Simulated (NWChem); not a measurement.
Molecule: CH3ClMgO; SMILES C[O][Mg][Cl]

```xyz
7

Mg     0.0647    -0.3421    -0.0003
Cl     0.5132    -2.4961     0.0010
O     -0.2927     1.3783    -0.0013
C     -0.5761     2.7359    -0.0021
H     -1.1568     3.0300     0.8873
H      0.3439     3.3425    -0.0068
H     -1.1643     3.0274    -0.8874
```
Atoms are numbered in this order, from 1.

All runs: NWChem. Structure relaxed at the B3LYP/6-31G* (spherical d) level. GIAO values for the isolated, static molecule; σ is the absolute isotropic shielding, δ = σ(reference) − σ with the isolated reference molecule computed at the same levels (13C: tetramethylsilane, 1H: tetramethylsilane, 17O: water).

For level PBE/pcSseg-1:

| Property | Value |
|---|---|
| σ Mg1 (ppm) | 520.1 |
| δ O3 (ppm) | -37.1 |
| δ C4 (ppm) | 59.1 |
| δ H5 (ppm) | 4.21 |

Estimate the same quantities for level PBE0/pcSseg-1.


| Property | Result |
|---|---|
| σ Mg1 (ppm) | 531.0 |
| δ O3 (ppm) | -48.0 |
| δ C4 (ppm) | 56.6 |
| δ H5 (ppm) | 3.97 |
